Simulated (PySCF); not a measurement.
C2H10BOPSi.
Geometry (PBE0-D3(BJ)/def2-SVP, Å), atoms numbered from 1 in this order:
```
atom  x, y, z in Å
C1    -1.409   -0.375    0.841
B2    -0.777    0.085   -0.522
C3    -1.319   -0.453   -1.893
P4     0.625    1.378   -0.458
Si5    2.060    0.209    0.816
O6     1.698    0.503    2.420
H7    -1.693   -1.441    0.815
H8    -2.358    0.182    0.955
H9    -0.805   -0.182    1.740
H10   -1.161    0.218   -2.751
H11   -2.377   -0.758   -1.853
H12   -0.740   -1.373   -2.107
H13    1.256    1.231   -1.728
H14    3.439    0.650    0.436
H15    1.974   -1.271    0.673
H16    1.568    1.430    2.645
```

Computed with core-valence-separated Tamm–Dancoff BHandHLYP/aug-pcX-1 (pcseg-1 on H, def2-SVPD on Si, def2-SVPD on P) in PySCF, non-relativistic, gas phase, PBE0-D3(BJ)/def2-SVP geometry. The energies are unshifted.

The lowest roots of each edge with f over 0.003 (five at most, numbered afresh; weaker and dark ones are left out), with transition dipoles (au) in the frame of the coordinates:

```csv
root,edge,E (eV),f,μx,μy,μz
1,C,284.77,0.0064,-0.0033,-0.0180,-0.0241
2,C,284.81,0.0066,-0.0262,-0.0051,0.0152
3,C,285.57,0.0177,0.0416,-0.0195,0.0204
4,C,285.58,0.0276,-0.0086,0.0558,-0.0276
5,C,285.63,0.0261,-0.0006,-0.0576,-0.0203
6,O,531.86,0.0162,0.0013,0.0347,-0.0061
7,O,533.35,0.0278,-0.0072,0.0205,0.0406
8,O,533.69,0.0087,-0.0218,0.0137,0.0023
9,O,534.18,0.0090,-0.0224,-0.0090,-0.0102
10,O,534.41,0.0085,-0.0083,-0.0191,0.0146
11,B,186.22,0.0899,0.0919,-0.1062,0.0011
12,B,190.88,0.0069,-0.0237,-0.0301,-0.0004
13,B,191.12,0.0178,0.0414,0.0456,0.0023
14,B,191.20,0.0053,0.0247,0.0199,-0.0116
15,B,191.90,0.0039,-0.0244,-0.0143,-0.0048
```

Q: Molecules are fixed in this frame and the field points along (1, 0, −1)/√2. What effective strengths 3 f cos²θ do the roots have (θ between field and μ)?

A: root 1 (C3): 0.005, root 2 (C1): 0.018, root 3 (C1/C3): 0.005, root 4 (C1/C3): 0.004, root 5 (C1): 0.004, root 6 (O6): 0.001, root 7 (O6): 0.045, root 8 (O6): 0.011, root 9 (O6): 0.003, root 10 (O6): 0.010, root 11 (B2): 0.056, root 12 (B2): 0.004, root 13 (B2): 0.011, root 14 (B2): 0.009, root 15 (B2): 0.003. Root 11 is the strongest. Averaged over all orientations cos²θ is 1/3, which gives f back.

Time: 21 s wall. Hardware: one thread of an Arm Neoverse V1, no GPU, on a shared host.

One conformer stands for the species.
